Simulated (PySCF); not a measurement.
A structure optimised at GFN2-xTB (Å):
```
atom  x, y, z in Å
F1     2.6155    1.2566    0.9995
C2     1.5796    0.7573    0.3144
C3     1.1961   -0.4956    0.4732
C4     0.0589   -1.1336   -0.2644
O5    -0.7349   -0.2171   -1.0096
C6    -1.5973    0.5403   -0.3034
F7    -1.6006    1.7937   -0.7918
F8    -2.8695    0.0891   -0.4490
H9     1.1329    1.4890   -0.3426
H10    1.7278   -1.1423    1.1550
H11    0.4472   -1.8294   -1.0145
H12   -0.5703   -1.7014    0.4337
H13   -1.3900    0.5940    0.7819
```

Charge 0, singlet.

(1) Which heavy atoms are bonded, and with what formal order?

(2) Give the structure as a SMILES string.

(3) What is the point group of this geometry?

(4) Classify the heavy atoms.

(5) What is the arrangement about C3?

(6) What is the arrangement about O5?

## Answers

(1) F1–C2 1.34 Å (single); C2–C3 1.32 Å (double); C3–C4 1.50 Å (single); C4–O5 1.42 Å (single); O5–C6 1.35 Å (single); C6–F7 1.35 Å (single); C6–F8 1.36 Å (single). Bonds to hydrogen (Å): C2–H9 1.08; C3–H10 1.08; C4–H11 1.09; C4–H12 1.10; C6–H13 1.11.

(2) `F/C=C/COC(F)F`, C4H5F3O. Among its features: C=C double bond, ether and C–F bond.

(3) C1 (no symmetry element, even within 0.4 Å).

(4) F1: vinyl fluorine; C2: vinylic C–F carbon; C3: alkene CH carbon; C4: sp3 carbon bound to oxygen; O5: ether oxygen; C6: CHF2 carbon; F7/F8: fluorine of a CF2 group.

(5) It has 3 neighbours (C2, C4, H10) and is planar (angles 124.4°, 120.1° and 115.4°, sum 360.0°, 0.01 Å off the plane of its three neighbours).

(6) It has 2 neighbours (C4, C6) and is bent (angle 116.4°).

These are computed values.
